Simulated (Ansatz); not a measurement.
```yaml
crystal:
  periodic: [false, false, false]
  atoms:
    - {symbol: Ag, position_ang: [0.227823, -0.874366, -1.350002]}
    - {symbol: Ag, position_ang: [-0.656495, -0.502116, 1.204053]}
    - {symbol: Te, position_ang: [0.574540, 1.249205, 0.144609]}
basis:
  gaussian: {orbitals: def2-TZVPD}
total_charge: -1
magnetization: {spin_polarized: true, initial_magnetization: 1}
hamiltonian: {xc: {name: PBE0}, dispersion: d3bjatm}
scf: {omitted_lower_state_checks: [starts]}
output: {forces: true}
```

```sh
$ ansatz run in.yaml --threads 4 --pin off --events-out ev --progress --plain --max-ram 3916MiB
```

Output, abridged:

```
Functional definition: PBE0
1249 factors; their error is unknown
mean field evaluation 1: about -15294.6519 eV, gradient 1.5e1 eV
mean field evaluation 2: about -15291.1636 eV, gradient 3.1e1 eV
mean field evaluation 4: about -15295.7857 eV, gradient 1.2e0 eV
mean field evaluation 8: about -15296.0012 eV, gradient 3.1e-1 eV
mean field evaluation 16: about -15296.0014 eV, gradient 1.2e-3 eV
mean field -15296.00142150 eV, -562.1176842379 hartree, gradient 2.7e-5 eV, S^2 0.756579; 0 other end points of the search recorded, 0 dependent functions left out
reference -15296.00145181 eV, -562.1176853518 hartree; 32, 31 occupied and 107, 108 virtual orbitals, 1249 factors
Total energy: -15296.12816474 eV, -562.1223419660 hartree
Atom 0 at     0.227823    -0.874366    -1.350002 Å, force    -0.007955    -0.491627    -0.521393 eV/Å
Atom 1 at    -0.656495    -0.502116     1.204053 Å, force    -1.444082    -1.929667     1.379985 eV/Å
Atom 2 at     0.574540     1.249205     0.144609 Å, force     1.452036     2.421294    -0.858592 eV/Å
Dipole moment:    -0.177963    -0.269388     0.135330 e Å
Checks for a lower state left out: starts
```

Run time 3.8 s (4 threads of Arm Neoverse V2 on a shared host).

In the def2 sets Ag, Te take a core potential; there is no spin–orbit coupling.

The dipole of an ion depends on the origin.
